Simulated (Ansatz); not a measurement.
Program: Ansatz. Geometries: PBE0-D4/def2-TZVP. ΔE: electronic, gas phase. CBS: MP2 limit from def2 TZ/QZ plus the TZ coupled-cluster correction, frozen cores. DFT in def2-TZVPP. B3LYP here is the variant with VWN-RPA as its local correlation; programs differ in this. Each species was taken in one conformer, which may not be the lowest.

`C=C(F)B(O)F` → `FB(F)C1CO1`  (isomerisation)

```json
{"species": "`C=C(F)B(O)F`", "B3LYP energy (Eh)": "-378.04783"}
{"species": "`FB(F)C1CO1`", "B3LYP energy (Eh)": "-378.02389"}
```

**Question.** Work out ΔE.

**Answer.** ΔE = (-378.02389) − (-378.04783) = 0.02394 Eh = +62.9 kJ/mol. CCSD(T)/CBS gives +55.0 kJ/mol.

Largest T1 diagnostic among the species: 0.013.

From PBE to PBE0 (25 % exact exchange), in def2-TZVPP and without D4, ΔE moves by −3.6 kJ/mol. In def2-TZVPP, CCSD(T) changes the Hartree–Fock value by −11.8 kJ/mol (the triples alone add +0.2 kJ/mol) and MP2 by −21.3 kJ/mol.
